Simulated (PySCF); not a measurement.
C₄H₆OSe, SMILES C=C1CO[C@H]1[SeH].

The structure is a stationary point at PBE0-D3(BJ)/def2-SVP. The structure was generated by enumeration; whether it is a known compound was not checked. One conformer was computed; it need not be the lowest.

Calculation: PBE0-D3(BJ)/def2-SVP run with PySCF 2.14.0.

Frequencies are harmonic and unscaled.

```json
[
 {"mode": "1", "ν (cm⁻¹)": "92", "IR (km/mol)": "2.0", "moving atoms (share of kinetic energy)": "C 47 %, H 32 %, O 16 %"},
 {"mode": "2", "ν (cm⁻¹)": "135", "IR (km/mol)": "1.6", "moving atoms (share of kinetic energy)": "C 52 %, Se 24 %, H 20 %"},
 {"mode": "3", "ν (cm⁻¹)": "218", "IR (km/mol)": "9.1", "moving atoms (share of kinetic energy)": "H 90 %"},
 {"mode": "4", "ν (cm⁻¹)": "291", "IR (km/mol)": "1.3", "moving atoms (share of kinetic energy)": "O 48 %, Se 22 %, C 21 %, H 8 %"},
 {"mode": "5", "ν (cm⁻¹)": "356", "IR (km/mol)": "1.6", "moving atoms (share of kinetic energy)": "C 53 %, H 35 %"},
 {"mode": "6", "ν (cm⁻¹)": "435", "IR (km/mol)": "4.2", "moving atoms (share of kinetic energy)": "C 66 %, H 27 %"},
 {"mode": "7", "ν (cm⁻¹)": "594", "IR (km/mol)": "16.3", "moving atoms (share of kinetic energy)": "H 61 %, C 34 %"},
 {"mode": "8", "ν (cm⁻¹)": "725", "IR (km/mol)": "4.1", "moving atoms (share of kinetic energy)": "H 51 %, C 42 %"},
 {"mode": "9", "ν (cm⁻¹)": "733", "IR (km/mol)": "3.5", "moving atoms (share of kinetic energy)": "H 48 %, C 38 %, O 15 %"},
 {"mode": "10", "ν (cm⁻¹)": "810", "IR (km/mol)": "11.1", "moving atoms (share of kinetic energy)": "H 59 %, C 33 %"},
 {"mode": "11", "ν (cm⁻¹)": "906", "IR (km/mol)": "6.2", "moving atoms (share of kinetic energy)": "H 51 %, C 40 %, O 9 %"},
 {"mode": "12", "ν (cm⁻¹)": "923", "IR (km/mol)": "34.8", "moving atoms (share of kinetic energy)": "H 74 %, C 26 %"},
 {"mode": "13", "ν (cm⁻¹)": "946", "IR (km/mol)": "5.6", "moving atoms (share of kinetic energy)": "H 55 %, C 29 %, O 16 %"},
 {"mode": "14", "ν (cm⁻¹)": "1027", "IR (km/mol)": "3.4", "moving atoms (share of kinetic energy)": "H 52 %, C 43 %"},
 {"mode": "15", "ν (cm⁻¹)": "1054", "IR (km/mol)": "172.4", "moving atoms (share of kinetic energy)": "C 67 %, O 27 %"},
 {"mode": "16", "ν (cm⁻¹)": "1062", "IR (km/mol)": "96.9", "moving atoms (share of kinetic energy)": "C 55 %, O 34 %, H 10 %"},
 {"mode": "17", "ν (cm⁻¹)": "1149", "IR (km/mol)": "1.3", "moving atoms (share of kinetic energy)": "H 90 %"},
 {"mode": "18", "ν (cm⁻¹)": "1185", "IR (km/mol)": "12.7", "moving atoms (share of kinetic energy)": "H 68 %, C 31 %"},
 {"mode": "19", "ν (cm⁻¹)": "1241", "IR (km/mol)": "11.2", "moving atoms (share of kinetic energy)": "H 59 %, C 36 %"},
 {"mode": "20", "ν (cm⁻¹)": "1278", "IR (km/mol)": "3.5", "moving atoms (share of kinetic energy)": "C 51 %, H 47 %"},
 {"mode": "21", "ν (cm⁻¹)": "1325", "IR (km/mol)": "2.7", "moving atoms (share of kinetic energy)": "H 66 %, C 30 %"},
 {"mode": "22", "ν (cm⁻¹)": "1419", "IR (km/mol)": "8.6", "moving atoms (share of kinetic energy)": "H 85 %, C 15 %"},
 {"mode": "23", "ν (cm⁻¹)": "1481", "IR (km/mol)": "0.9", "moving atoms (share of kinetic energy)": "H 90 %, C 9 %"},
 {"mode": "24", "ν (cm⁻¹)": "1817", "IR (km/mol)": "11.9", "moving atoms (share of kinetic energy)": "C 95 %"},
 {"mode": "25", "ν (cm⁻¹)": "2449", "IR (km/mol)": "20.2", "moving atoms (share of kinetic energy)": "H 99 %"},
 {"mode": "26", "ν (cm⁻¹)": "3045", "IR (km/mol)": "43.1", "moving atoms (share of kinetic energy)": "H 95 %"},
 {"mode": "27", "ν (cm⁻¹)": "3099", "IR (km/mol)": "10.6", "moving atoms (share of kinetic energy)": "H 92 %, C 8 %"},
 {"mode": "28", "ν (cm⁻¹)": "3103", "IR (km/mol)": "20.1", "moving atoms (share of kinetic energy)": "H 90 %, C 10 %"},
 {"mode": "29", "ν (cm⁻¹)": "3170", "IR (km/mol)": "0.7", "moving atoms (share of kinetic energy)": "H 94 %"},
 {"mode": "30", "ν (cm⁻¹)": "3273", "IR (km/mol)": "0.8", "moving atoms (share of kinetic energy)": "H 89 %, C 11 %"}
]
```
